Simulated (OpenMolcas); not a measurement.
# Levels of Sm2+ by method

```yaml
Program: OpenMolcas 26.06
Basis: ANO-RCC-VTZP [8s7p5d3f2g1h]
Scalar_Hamiltonian: DKH2, point nucleus
Active_space: 6 electrons in 7 orbitals (4f)
State_averaging: 2S+1 = 7 even, 7 roots; 2S+1 = 5 even, 140 roots (126 in the spin-orbit step); 2S+1 = 3 even, 588 roots (308 in the spin-orbit step); 2S+1 = 1 even, 490 roots (173 in the spin-orbit step)
Spin-orbit_coupling: RASSI with atomic mean-field integrals over the reference wave functions, term energies averaged over their components
```

Methods on the same reference wave functions:
A. CASSCF
B. SS-CASPT2, IPEA 0.25 Eh, imaginary shift 0.1 Eh (closed shells correlated: 5s 5p)

Energies in cm-1 above 4f6 7F0, the measured ground level; measured values from Martin, Zalubas and Hagan, Atomic Energy Levels: The Rare-Earth Elements, NSRDS-NBS 60 (1978).

| Level | A | B | Measured |
| --- | --- | --- | --- |
| 4f6 7F0 | 0.0 | 0.0 | 0.0 |
| 4f6 7F1 | 287 | 351 | 293 |
| 4f6 7F2 | 814 | 959 | 814 |
| 4f6 7F3 | 1522 | 1730 | 1493 |
| 4f6 7F4 | 2361 | 2600 | 2278 |
| 4f6 7F5 | 3289 | 3520 | 3132 |
| 4f6 7F6 | 4279 | 4470 | 4027 |
| 4f6 5D0(1) | 18857 | 13310 |  |
| 4f6 5D1(1) | 20119 | 14710 |  |
| 4f6 5D2(1) | 22132 | 16780 |  |
| 4f6 5D3(1) | 24645 | 19260 |  |
| 4f6 5L6 [62 %] | 25706 | 23060 |  |
| 4f6 5L7 | 26515 | 24050 |  |
| 4f6 5L8 | 27272 | 24870 |  |
| 4f6 5D4(1) | 27531 | 22080 |  |
| 4f6 5G2(1) | 27686 | 22740 |  |
| 4f6 5G3(1) | 27833 | 23010 |  |
| 4f6 5L9 | 27935 | 25560 |  |
| 4f6 5G4(1) | 27964 | 23200 |  |
| 4f6 5G5(1) | 27995 | 23270 |  |
| 4f6 5G6(1) [54 %] | 28062 | 23370 |  |
| 4f6 5L10 | 28443 | 26050 |  |
| 4f6 5H3(1) | 32094 | 27740 |  |
| 4f6 5H4(1) | 32502 | 28150 |  |

Deviations, from unrounded energies. A percentage is the sum of absolute deviations over the sum of measured energies, with the sign that they share, or ± where signs differ.

| Against measurement | Levels | A | B |
| --- | --- | --- | --- |
| mean absolute deviation (cm-1) | 6 | 88 | 270 |
| fine structure of the ground term (%) | 6 | ±4.4 | +13.2 |

A lies closest to measurement on these levels. The largest miss of A in the table is 4f6 7F6, by +250 cm-1. The ranking rests on the paired levels alone, and a cruder setting can come out closer through cancelling errors.

From A to B the spin-free energies of the other terms of 4f6 shown, above 7F, scale by factors of 0.73 to 0.89, as is usual when dynamic correlation screens the repulsion within a d or f shell.

The lowest spin-free term lies below A's lowest term by 0.495 hartree in B.

CASPT2 breaks the degeneracy within a term, and the mean is taken; among the terms shown or strongly mixed into the levels shown the widest spread is 200 cm-1 (4f6 5L, B). High states are left out of the spin-orbit mixing, which shifts the levels that they would mix with. Without dynamic correlation excited terms often stand tens of per cent too high (terms of higher spin than the ground term too low), and those without a measured partner can miss by more than the paired ones (holds for A). Computed and measured levels are paired by configuration, term and J; levels that our copy of the source lacks, or whose pairing is in doubt (as where it misses far off the trend of its configuration), stay unpaired and out of the deviations. Only configurations of the active space appear. The table leaves out levels that lie high or whose names do not pair safely across all columns.

A share in square brackets marks a mixed level and gives the weight of the term that names it, the lowest over the columns. A number in round brackets counts repeated terms of one configuration in the order of the reference energies.
